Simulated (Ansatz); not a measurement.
Other settings, tried on Ge₁₃F₂₀.

```yaml
crystal:
  periodic: [false, false, false]
  atoms:
    - {symbol: Ge, position_ang: [0.525736, -3.590241, 0.317584]}
    - {symbol: Ge, position_ang: [-2.373419, 2.373008, -1.937372]}
    - {symbol: Ge, position_ang: [0.855164, -0.856475, -2.179242]}
    - {symbol: Ge, position_ang: [-2.296698, -0.666476, 0.410640]}
    - {symbol: Ge, position_ang: [0.802285, -0.802382, 3.029018]}
    - {symbol: Ge, position_ang: [0.666973, 2.297837, 0.409996]}
    - {symbol: Ge, position_ang: [3.587823, -0.522183, 0.318501]}
    - {symbol: Ge, position_ang: [-3.918807, 0.783270, -0.786364]}
    - {symbol: Ge, position_ang: [-0.956207, -2.129241, -1.056637]}
    - {symbol: Ge, position_ang: [2.221902, -2.220981, 1.531830]}
    - {symbol: Ge, position_ang: [-0.783707, 3.919768, -0.787486]}
    - {symbol: Ge, position_ang: [2.127065, 0.956916, -1.058533]}
    - {symbol: Ge, position_ang: [-0.712121, 0.713371, 1.737008]}
    - {symbol: F, position_ang: [1.151343, -4.984116, -0.526931]}
    - {symbol: F, position_ang: [-0.451995, -4.232416, 1.630716]}
    - {symbol: F, position_ang: [-2.598901, 2.597215, -3.655083]}
    - {symbol: F, position_ang: [-1.061137, 1.061549, -1.864473]}
    - {symbol: F, position_ang: [2.110248, -2.109421, -1.752893]}
    - {symbol: F, position_ang: [0.816743, -0.819728, -3.924976]}
    - {symbol: F, position_ang: [-3.169196, -1.654065, 1.584748]}
    - {symbol: F, position_ang: [-0.213466, -1.766512, 4.079436]}
    - {symbol: F, position_ang: [1.761631, 0.206954, 4.089367]}
    - {symbol: F, position_ang: [1.655636, 3.170076, 1.583341]}
    - {symbol: F, position_ang: [4.986717, -1.143509, -0.521054]}
    - {symbol: F, position_ang: [4.221950, 0.457153, 1.634574]}
    - {symbol: F, position_ang: [-4.933362, -0.049836, -1.939659]}
    - {symbol: F, position_ang: [-5.006952, 1.617960, 0.296963]}
    - {symbol: F, position_ang: [-1.956080, -2.979581, -2.228986]}
    - {symbol: F, position_ang: [3.245110, -3.243372, 2.535089]}
    - {symbol: F, position_ang: [0.049495, 4.935079, -1.940027]}
    - {symbol: F, position_ang: [-1.618755, 5.007866, 0.295854]}
    - {symbol: F, position_ang: [2.977512, 1.955658, -2.231811]}
    - {symbol: F, position_ang: [-1.714529, 1.714858, 2.795561]}
basis:
  gaussian: {orbitals: ANO-RCC-VTZP, fitting: {mean_field: def2-universal-jkfit}}
hamiltonian: {xc: {name: PBE}}
scf: {lower_state_search: full}
output: {forces: true}
```

```sh
$ ansatz run in.yaml --threads 11 --pin off --events-out ev --progress --plain --max-ram 174080MiB --backend cuda --devices 0, --max-vram 75GiB
```

Output, abridged:

```
Functional definition: PBE
4998 factors; integrals over basis functions are off by at most 4.4e-1 eV
mean field evaluation 1: about -796699.7676 eV, gradient 1.8e2 eV
mean field evaluation 2: about -796699.7479 eV, gradient 1.8e2 eV
mean field evaluation 4: about -796724.1945 eV, gradient 1.1e2 eV
mean field evaluation 8: about -796743.0448 eV, gradient 4.5e0 eV
mean field evaluation 16: about -796743.0766 eV, gradient 4.9e-3 eV
mean field -796743.07656483 eV, -29279.7680119033 hartree, gradient 5.8e-5 eV, S^2 0.000000; 0 other end points of the search recorded, 0 dependent functions left out
reference -796743.07672462 eV, -29279.7680177758 hartree; 298, 298 occupied and 861, 861 virtual orbitals, 4998 factors
Total energy: -796743.07672462 eV, -29279.7680177758 hartree
Relativity: scalar
Atom 0 at     0.525736    -3.590241     0.317584 Å, force    -0.034293    -0.257446     0.015942 eV/Å
Atom 1 at    -2.373419     2.373008    -1.937372 Å, force    -0.081592     0.084768    -0.224690 eV/Å
Atom 2 at     0.855164    -0.856475    -2.179242 Å, force     0.115551    -0.113708    -0.269027 eV/Å
Atom 3 at    -2.296698    -0.666476     0.410640 Å, force    -0.130257    -0.121673     0.135298 eV/Å
Atom 4 at     0.802285    -0.802382     3.029018 Å, force    -0.001644    -0.007144     0.245542 eV/Å
Atom 5 at     0.666973     2.297837     0.409996 Å, force     0.113745     0.136730     0.132616 eV/Å
Atom 6 at     3.587823    -0.522183     0.318501 Å, force     0.263076     0.032341     0.012846 eV/Å
Atom 7 at    -3.918807     0.783270    -0.786364 Å, force    -0.253307     0.017371    -0.048831 eV/Å
Atom 8 at    -0.956207    -2.129241    -1.056637 Å, force    -0.124007    -0.165298    -0.184511 eV/Å
Atom 9 at     2.221902    -2.220981     1.531830 Å, force     0.186850    -0.189612     0.150195 eV/Å
Atom 10 at    -0.783707     3.919768    -0.787486 Å, force    -0.016428     0.252531    -0.043598 eV/Å
Atom 11 at     2.127065     0.956916    -1.058533 Å, force     0.167214     0.120916    -0.188148 eV/Å
Atom 12 at    -0.712121     0.713371     1.737008 Å, force    -0.138369     0.139221     0.174749 eV/Å
Atom 13 at     1.151343    -4.984116    -0.526931 Å, force    -0.023832     0.087251     0.050413 eV/Å
Atom 14 at    -0.451995    -4.232416     1.630716 Å, force     0.015915    -0.039528    -0.036933 eV/Å
Atom 15 at    -2.598901     2.597215    -3.655083 Å, force     0.008330    -0.008108     0.091712 eV/Å
Atom 16 at    -1.061137     1.061549    -1.864473 Å, force    -0.036937     0.036059    -0.018802 eV/Å
Atom 17 at     2.110248    -2.109421    -1.752893 Å, force    -0.028917     0.028613    -0.084590 eV/Å
Atom 18 at     0.816743    -0.819728    -3.924976 Å, force    -0.010598     0.011665     0.127763 eV/Å
Atom 19 at    -3.169196    -1.654065     1.584748 Å, force     0.005216     0.038053    -0.062600 eV/Å
Atom 20 at    -0.213466    -1.766512     4.079436 Å, force     0.045650     0.041640    -0.016907 eV/Å
Atom 21 at     1.761631     0.206954     4.089367 Å, force    -0.039656    -0.043116    -0.016805 eV/Å
Atom 22 at     1.655636     3.170076     1.583341 Å, force    -0.037597    -0.005029    -0.062563 eV/Å
Atom 23 at     4.986717    -1.143509    -0.521054 Å, force    -0.089307     0.024167     0.050842 eV/Å
Atom 24 at     4.221950     0.457153     1.634574 Å, force     0.040343    -0.014008    -0.035778 eV/Å
Atom 25 at    -4.933362    -0.049836    -1.939659 Å, force     0.026138     0.022711     0.053927 eV/Å
Atom 26 at    -5.006952     1.617960     0.296963 Å, force     0.026271    -0.032871    -0.040521 eV/Å
Atom 27 at    -1.956080    -2.979581    -2.228986 Å, force     0.054920     0.035717     0.082835 eV/Å
Atom 28 at     3.245110    -3.243372     2.535089 Å, force    -0.057829     0.058566    -0.062723 eV/Å
Atom 29 at     0.049495     4.935079    -1.940027 Å, force    -0.023201    -0.027017     0.052765 eV/Å
Atom 30 at    -1.618755     5.007866     0.295854 Å, force     0.033628    -0.028607    -0.042253 eV/Å
Atom 31 at     2.977512     1.955658    -2.231811 Å, force    -0.035877    -0.055203     0.083924 eV/Å
Atom 32 at    -1.714529     1.714858     2.795561 Å, force     0.060800    -0.059952    -0.022089 eV/Å
Dipole moment:    -0.419859     0.420650    -0.423105 e Å
```

Run time 54 s (11 threads of AMD EPYC 7R13 on a shared host and a whole NVIDIA H100 80GB HBM3), peak host memory 3.4 GiB.

DK, ANO-RCC and x2c sets are all-electron and run with scalar relativity unless a key says otherwise.
